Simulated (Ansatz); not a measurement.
Z-matrix (Å, degrees):
```
Si
N 1 1.709
F 1 1.602 2 111.2
H 1 1.481 2 111.1 3 -117.9
H 1 1.481 2 109.6 3 117.5
Ga 2 1.862 1 120.2 3 -96.3
Si 2 1.740 1 121.5 3 80.2
H 6 1.560 2 114.7 1 179.3
H 6 1.556 2 116.9 1 -1.2
H 7 1.487 2 109.0 1 2.1
H 7 1.487 2 111.2 1 -118.0
H 7 1.488 2 110.8 1 122.2
```

Total charge 0; spin multiplicity 1.

(1) List the r2SCAN/def2-TZVPP orbital energies in eV (Ansatz 0.2.0). (Best estimate.)

## Answers

(1) The calculation gave: Occupied: -10122.67, -1792.00, -1791.36, -1244.87, -1101.32, -1101.20, -1101.19, -665.89, -385.18, -148.47, -142.30, -141.77, -101.45, -101.13, -101.10, -97.21, -97.15, -97.13, -96.64, -96.62, -96.61, -31.00, -22.21, -20.98, -20.90, -20.87, -20.77, -20.38, -14.28, -13.41, -12.13, -11.30, -11.00, -10.81, -9.53, -9.40, -9.25, -8.37, -8.15, -7.95, -7.23. Lowest empty: -2.13, -0.60, 0.04, 0.37, 1.04, 1.25, 1.38, 1.53.
